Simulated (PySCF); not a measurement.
Computed properties of C₂HBN₂O₂, SMILES O=C=NBN=C=O

C2HBN2O2, SMILES O=C=NBN=C=O. Coordinates come from a TPSSh-D3(BJ)/def2-SVP optimisation. This is a generated structure with no PubChem entry under its InChIKey; it may be hypothetical. The values are those of a single conformer. All values are computed for the isolated molecule unless a solvent is named; none is compared with measurement here.

**Structure.** The optimised structure has C2v symmetry. All 18 harmonic modes at TPSSh-D3(BJ)/def2-SVP (PySCF) are real, so it is a minimum. With heavy atoms numbered as in [BH:1]([N:3]=[C:4]=[O:5])[N:6]=[C:7]=[O:8], the shortest bond between them is C4–O5 at 1.171 Å and the longest B1–N6 at 1.421 Å.

**Vibrations.** The strongest infrared lines (harmonic, unscaled, degenerate partners summed) lie at 2411 cm⁻¹ (3329 km/mol, C 70 %, N 18 %, O 12 %), 1625 cm⁻¹ (406 km/mol, N 50 %, O 25 %, B 22 %), 1171 cm⁻¹ (405 km/mol, H 54 %, B 31 %, O 11 %). The softest mode is at 35 cm⁻¹ and the zero-point energy is 25.3 kcal/mol.

**Electronic structure.** r2SCAN/def2-TZVP (PySCF) places the frontier levels at -7.74 and -2.68 eV, a gap of 5.06 eV, and gives a dipole moment of 0.91 D and a mean polarisability of 59.2 bohr³. PBE/def2-TZVP (PySCF) at the same geometry gives -7.44 and -2.95 eV, so its gap is 0.57 eV narrower. An orbital gap is neither the optical nor the fundamental gap.

**Excitations.** TDDFT-B3LYP/def2-SVPD (PySCF) has S1 at 5.02 eV (247 nm, f = 0.003, weak); the most intense of the 10 singlets computed lies at 6.07 eV (f = 0.36). T1 (TDA) is at 4.79 eV. TDDFT-PBE/def2-SVPD (PySCF) puts S1 at 4.54 eV. No vertical singlet excitation falls in the visible range (under 3.1 eV).

**NMR.** GIAO shifts at PBE0/pcSseg-1 (PySCF) (non-relativistic, atoms alike by connectivity averaged): ¹³C at 135.5 ppm against TMS; ¹H at 5.3 ppm against TMS; ¹¹B at 12.2 ppm against BF3.
